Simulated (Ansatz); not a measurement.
Born–Oppenheimer molecular dynamics of CH7ClSn (10 atoms, charge 0, multiplicity 1). It starts at the highest image of a converged band. Of that band: A vibrational analysis at the climbing image gives 2 clearly imaginary modes (864i, 61i cm⁻¹): a point of higher order. A lower path may pass nearby, or the ends, which weren't checked, may share the extra mode.

Theory: RKS r2SCAN/def2-SVP (Ansatz).

```
ensemble                      : NVE (velocity Verlet)
time step                     : 0.5 fs
steps asked                   : 200
starting velocities drawn for : 300 K
seed                          : 5457
```

First frame:

```xyz
10
Properties=species:S:1:pos:R:3
Sn -0.254 0.042 -0.137
Cl -0.417 -0.821 2.539
H 1.385 0.338 0.234
H -0.754 1.282 -1.246
C -0.957 -1.875 -0.775
H -1.086 -2.498 0.120
H -1.910 -1.762 -1.309
H -0.210 -2.328 -1.444
H -1.712 0.824 0.996
H -1.396 0.293 1.685
```

Problem. How far do the bonds stretch over the last three quarters of this one trajectory? (Pairs bonded in most of those frames.)

Solution. 
```tsv
bond	mean (Å)	spread (Å)	shortest	longest
Sn1–Cl2	2.398	0.191	2.14	2.75
Sn1–H3	1.728	0.052	1.64	1.80
Sn1–H4	1.730	0.060	1.64	1.84
Sn1–C5	2.154	0.014	2.13	2.17
C5–H6	1.100	0.014	1.08	1.12
C5–H7	1.100	0.013	1.08	1.12
C5–H8	1.100	0.013	1.08	1.12
H9–H10	0.760	0.005	0.75	0.77
```

Mean temperature of the second half: 1446 K. The conserved energy stayed within 0.14 meV per atom of its start (net change 0.11 meV per atom), so the integration is sound. The kinetic energy rose, since the run started high on the potential surface and went downhill. It ends in pieces (CH5ClSn + H2), so much of that is their flight and rotation, not heat. A run of 0.1 ps of so small a system gives no equilibrium averages. The orbitals stay closed-shell, which can raise the energy where a bond breaks towards radicals; this wasn't checked here.

The run took 9.7 min on 2 threads of Arm Neoverse V1, with other jobs on the host, peak memory 0.14 GiB.
